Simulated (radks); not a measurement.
Values are calculated unless marked as measured or tabulated.
Species: Re55+. Configuration: [Ar] 3d2.

Code: a radial shooting solver on a logarithmic mesh with Libxc functionals. Model: non-relativistic Kohn-Sham, LDA (Slater exchange, Perdew-Wang correlation), spin-unpolarised, spherical densities, point nucleus; relativity is left out, which matters for an element this heavy.

Energy parts (hartree):
total: -12845.2252
kinetic: 12843.2035
electron-nucleus: -27140.6188
Hartree: 1619.2256
exchange-correlation: -167.0355

Orbitals (lengths in bohr, moments of r in powers of bohr; r(90%) holds 90 % of the orbital's charge):
orbital	occ.	eigenvalue (hartree)	<r^2>	r(90%)	<r>
1s	2	-2546.833	0.0005455	0.0359	0.02020
2s	2	-532.2677	0.008374	0.129	0.08459
2p	6	-517.4322	0.006178	0.115	0.07151
3s	2	-208.6017	0.04667	0.293	0.2027
3p	6	-202.5930	0.04233	0.283	0.1917
3d	2	-192.7238	0.03151	0.252	0.1654

The highest occupied level is 3d at -5244.3 eV. The density falls to 0.001 e/bohr^3 at r = 0.60 bohr. Virial ratio -V/T = 2.00016. The electron density at the nucleus is 3.015e+05 e/bohr^3. For comparison, the ionisation energy in NIST's Atomic Spectra Database is 5388 eV (theoretical). In exact Kohn-Sham theory the highest level is minus the ionisation energy, but local and semilocal functionals leave it too shallow, through self-interaction and a potential that decays too fast; potentials with the right tail come closer. Summed over all electrons, <r^2> = 0.4653 bohr^2, which gives a Langevin (diamagnetic) susceptibility term of -0.368 x 10^-6 cm^3/mol.

Beside tabulated values, note that spin-unpolarised runs miss the spin-polarisation part of the exchange energy of open shells.
